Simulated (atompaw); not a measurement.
Reading a pseudo-wave (Mo (Z = 42))

Columns: radius, all-electron u(r) and pseudo u(r) of the 4p shell (level -38.49 eV) of molybdenum in the configuration [Ar] 3d10 4s2 4p6 4d5 5s1 5p0; PBE, scalar-relativistic, PAW (atompaw) scheme, atompaw 4.2.0.5.

```csv
r (bohr),all-electron,pseudo
0.115,0.2495,0.0384
0.231,-0.3732,0.1488
0.346,-0.5150,0.3119
0.462,-0.2211,0.5054
0.577,0.1944,0.6977
0.692,0.5593,0.8646
0.808,0.8175,0.9876
0.923,0.9630,1.0545
1.038,1.0180,1.0664
1.154,1.0072,1.0316
1.269,0.9539,0.9642
1.385,0.8758,0.8784
1.500,0.7872,0.7873
1.615,0.6962,0.6962
1.731,0.6075,0.6075
1.846,0.5258,0.5258
1.962,0.4511,0.4511
2.077,0.3853,0.3853
2.192,0.3275,0.3275
2.308,0.2770,0.2770
2.423,0.2339,0.2339
2.538,0.1970,0.1970
2.654,0.1653,0.1653
2.769,0.1387,0.1387
2.885,0.1160,0.1160
3.000,0.0970,0.0970
```

(1) How many radial nodes do the two functions have?

(2) At about which radius was the pseudo-wave matched?

(3) Where does each function peak?

(4) Is the pseudo-wave norm-conserving?

Results:

(1) The all-electron 4p function has n − l − 1 = 2; the pseudo-wave has 0, since the states of the same l below it are removed with the core.

(2) 1.55 bohr, where the columns begin to agree (steps of 0.12 bohr).

(3) Outermost all-electron maximum near 1.04 bohr, pseudo maximum near 1.04 bohr (to the table’s step).

(4) No, it belongs to a PAW set: the norm inside the radius is not constrained, and the difference is carried by the augmentation charge.
